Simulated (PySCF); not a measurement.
PySCF input for oxadisiletane (CH6OSi2), SMILES C1O[SiH2][SiH2]1, HF/pcSseg-1. Geometry optimised at TPSSh-D3(BJ)/def2-SVP.

```python
import numpy as np
from pyscf import gto, scf, dft
from pyscf.prop.nmr import rhf as nmr

mol = gto.M(
    atom='''
    C    -1.27209836    0.61392670   -0.00000000
    O    -1.10210356   -0.83001927    0.00000000
    Si    0.57100172   -1.13156830    0.00000000
    Si    0.57884001    1.20152721   -0.00000000
    H    -1.84738356    0.91900313   -0.89141198
    H    -1.84738356    0.91900313    0.89141198
    H     1.02053141   -1.88731572    1.20277646
    H     1.02053141   -1.88731572   -1.20277647
    H     1.00266934    1.95689727   -1.21239831
    H     1.00266934    1.95689726    1.21239832
    ''',
    basis='pcSseg-1',
    charge=0,
    spin=0,
    max_memory=1600,
    verbose=3,
)
mf = scf.RHF(mol)
mf.conv_tol = 1e-10
mf.max_cycle = 100
mf.kernel()
n = nmr.NMR(mf)
n.verbose = 2
n.max_cycle_cphf = 60
sigma = n.kernel()
print('atom   isotropic/ppm   span/ppm')
for i, s in enumerate(sigma):
    w = np.linalg.eigvalsh((s + s.T) / 2)
    print(f'{mol.atom_symbol(i):2s}{i + 1:3d} {w.mean():14.3f} {w[2] - w[0]:11.3f}')
```

Log of the run:

```
converged SCF energy = -694.02187414114
atom   isotropic/ppm   span/ppm
C   1        132.815     106.266
O   2        316.400     128.907
Si  3        387.335     183.707
Si  4        423.160     112.068
H   5         27.436       9.724
H   6         27.436       9.724
H   7         26.698       7.288
H   8         26.698       7.288
H   9         27.370       7.441
H  10         27.370       7.441
```

Self-consistency was reached.
